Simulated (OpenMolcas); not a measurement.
**F IV: CASPT2 settings compared**

| Quantity | Value |
| --- | --- |
| Program | OpenMolcas 26.06 |
| Basis | ANO-RCC-VTZP [4s3p2d1f] |
| Scalar Hamiltonian | DKH2, point nucleus |
| Active space | 4 electrons in 4 orbitals (2s 2p) |
| State averaging | 2S+1 = 3 even, 3 roots; 2S+1 = 1 even, 6 roots; 2S+1 = 5 odd, 1 root; 2S+1 = 3 odd, 8 roots; 2S+1 = 1 odd, 5 roots (0 in the spin-orbit step) |
| Spin-orbit coupling | RASSI with atomic mean-field integrals over the reference wave functions, term energies averaged over their components |

Methods on the same reference wave functions:
A. CASSCF
B. SS-CASPT2, IPEA 0.3 Eh, no level shift (closed shells correlated: 1s)
C. SS-CASPT2, IPEA 0.75 Eh, real shift 0.5 Eh (closed shells correlated: 1s)
D. XMS-CASPT2, IPEA 0.1 Eh, sigma1 regulariser 0.1 Eh (closed shells correlated: none)

Energies in cm-1 above 2s2 2p2 3P0, the measured ground level; measured values from Moore, Atomic Energy Levels, vol. I, NSRDS-NBS 35 (1971 reprint of NBS Circular 467, 1949).

| Level | A | B | C | D | Measured |
| --- | --- | --- | --- | --- | --- |
| 2s2 2p2 3P0 | 0.0 | 0.0 | 0.0 | 0.0 | 0.0 |
| 2s2 2p2 3P1 | 224 | 224 | 224 | 223 | 225 |
| 2s2 2p2 3P2 | 653 | 653 | 653 | 653 | 613 |
| 2s2 2p2 1D2 | 27753 | 25680 | 25290 | 25830 | 25241 |
| 2s2 2p2 1S0 | 50882 | 53740 | 53170 | 54260 | 53544 |
| 2s 2p3 5S* 2 | 63536 | 72160 | 71510 | 73070 |  |
| 2s 2p3 3D* 2 | 151420 | 147200 | 147350 | 147830 | 147889 |
| 2s 2p3 3D* 1 | 151422 | 147200 | 147350 | 147840 | 147902 |
| 2s 2p3 3D* 3 | 151425 | 147200 | 147350 | 147840 | 147842 |
| 2s 2p3 3P* 0 | 178279 | 175810 | 175740 | 176510 |  |
| 2s 2p3 3P* 1 | 178282 | 175810 | 175740 | 176520 | 175242 |
| 2s 2p3 3P* 2 | 178286 | 175810 | 175740 | 176520 | 175237 |

Deviations, from unrounded energies. A percentage is the sum of absolute deviations over the sum of measured energies, with the sign that they share, or ± where signs differ.

```csv
Against measurement,Levels,A,B,C,D
mean absolute deviation (cm-1),9,2400,430,340,450
fine structure of the ground term (%),2,±4.9,±4.9,±4.9,±4.9
other terms of the ground configuration (%),2,±6.6,+0.8,±0.5,+1.7
other configurations (%),5,+2.1,±0.4,±0.3,±0.3
```

C lies closest to measurement on these levels and A furthest from it. The largest miss of C in the table is 2s 2p3 3D* 1, by -550 cm-1. The ranking rests on the paired levels alone, and a cruder setting can come out closer through cancelling errors.

Among B to D the level of the table that moves most is 2s 2p3 5S* 2, by 1600 cm-1 (lowest in C, highest in D). Moves below CASPT2's spread within the term are not significant.

The mean deviations of B to D differ by less than CASPT2's widest spread within a term (290 cm-1), so their order carries little weight.

From A to B the spin-free energies of the other terms of 2s2 2p2 shown, above 3P, scale by factors of 0.92 to 1.06.

The lowest spin-free term lies below A's lowest term by 0.072 hartree in B, 0.068 hartree in C, 0.072 hartree in D.

CASPT2 does not keep the components of a term degenerate, so their means are used; among the terms shown or strongly mixed into the levels shown the widest spread is 290 cm-1 (2s 2p3 3D*, D). Measured partners are found by configuration, term and J. A level has none where our copy of the source lacks it or the pairing is in doubt (some pairs that miss far off the trend of their configuration count as doubtful), and it then counts in no deviation. Only configurations of the active space appear.

* marks odd parity.
